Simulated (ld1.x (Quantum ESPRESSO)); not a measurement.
# tungsten (W): ultrasoft pseudisation with PBE, fully relativistic reference atom.

| Property | Result |
| --- | --- |
| Element | W |
| Generator | ld1.x (Quantum ESPRESSO) 7.5 |
| Type | ultrasoft |
| Functional | PBE |
| Relativity | fully relativistic |
| Frozen core | [Kr] 4d10 |
| Valence charge | 28 |
| Reference configuration | 4f14 5s2 5p6 5d4 6s2 6p0 |
| Partial waves | 5s (bound): rcut 1.40, rcutus 1.95 bohr; 6s (bound): rcut 1.40, rcutus 1.95 bohr; 5p (bound): rcut 2.00, rcutus 2.65 bohr; 6p (bound, empty): rcut 2.00, rcutus 2.65 bohr; 5d (bound): rcut 2.15, rcutus 2.45 bohr; 5d channel at 0.15 Ry: rcut 2.15, rcutus 2.45 bohr; 4f (bound): rcut 0.75, rcutus 0.85 bohr; 4f channel at -1.6 Ry: rcut 0.75, rcutus 0.85 bohr |
| Local potential | all-electron potential smoothed inside 0.90 bohr (lloc = -1) |
| Core correction | none |
| Augmentation charge | PSQ, inside the norm-conserving radii |

Open shells are filled in proportion to 2j + 1 (rel_dist='average').

All-electron outer shells of the reference configuration (PBE, scalar-relativistic, ld1.x):

| shell | level (eV) | outermost node (bohr) | outermost maximum (bohr) |
| --- | --- | --- | --- |
| 4p | -423.68 | 0.24 | 0.44 |
| 4d | -238.43 | 0.22 | 0.45 |
| 5s | -79.07 | 0.53 | 0.96 |
| 5p | -43.20 | 0.57 | 1.09 |
| 4f | -33.21 | – | 0.43 |
| 6s | -5.71 | 1.28 | 2.67 |
| 5d | -4.48 | 0.63 | 1.49 |
| 6p | -1.36 | 1.54 | 3.75 |

Results:

* Ghost test: ghost states, extra bound levels that the all-electron valence spectrum of the same l lacks: d3/2 at -108.7 eV, p3/2 at -11.5 eV, p1/2 at -4.5 eV (s not tested); a true bound ghost makes a file unfit for plane-wave use (spherical-Bessel basis up to 400 Ry, 20 bohr box)
* Configuration tests: 1 of 7 tests not solved or not reliable; not counted: 4f14 5s2 5p6 5d4 6s0 6p1 (solver errors, printed error -3.0 eV)
* Lowest eigenvalue of the overlap operator: -0.08 (s channel); it is negative, so in a basis up to 400 Ry S is not positive definite and the file is unfit for use
* Density cutoff estimated by the generator: 1067 Ry

Note: ghost states, extra bound levels that the all-electron valence spectrum of the same l lacks: d3/2 at -108.7 eV, p3/2 at -11.5 eV, p1/2 at -4.5 eV (s not tested). A true bound ghost makes a file unfit for plane-wave use. Its overlap operator is not positive definite in a basis up to 400 Ry (lowest eigenvalue s -0.08), so the file is unfit for use: the generalised eigenproblem breaks down once the basis is large enough, and its test numbers describe a broken file.

Generation and tests took about 6.8 s on one core of a shared server CPU.
